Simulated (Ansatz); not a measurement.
Start from `OC1(F)C=N[SiH2]1` and change one atom or group to get `FC1C=N[SiH2]1`.

Ansatz, PBE0-D4/def2-TZVP geometries, multiplicity 1. Each molecule was computed in one conformer, which needn't be the lowest.

```csv
property,`OC1(F)C=N[SiH2]1`
size of the dipole moment (ωB97M-V/def2-TZVPP) / D,1.20
HOMO energy (ωB97M-V/def2-TZVPP) / eV,-9.96
HOMO energy (B3LYP/def2-TZVPP) / eV,-7.41
HOMO–LUMO gap (PBE/def2-TZVPP) / eV,3.85
size of the dipole moment (B3LYP/def2-TZVPP) / D,1.21
HOMO–LUMO gap (B3LYP/def2-TZVPP) / eV,5.98
```

Task: What does the change do to each property? (Best estimate.)

Result: Ansatz gave: 
```
                                          property  `FC1C=N[SiH2]1`  shift
size of the dipole moment (ωB97M-V/def2-TZVPP) / D             1.33   0.13
             HOMO energy (ωB97M-V/def2-TZVPP) / eV            -9.99  -0.03
               HOMO energy (B3LYP/def2-TZVPP) / eV            -7.41   0.00
               HOMO–LUMO gap (PBE/def2-TZVPP) / eV             3.87   0.02
  size of the dipole moment (B3LYP/def2-TZVPP) / D             1.34   0.13
             HOMO–LUMO gap (B3LYP/def2-TZVPP) / eV             6.01   0.03
```

Dipoles are sizes alone; their direction can turn.

B3LYP here is the variant with VWN-RPA as its local correlation; programs differ in this.
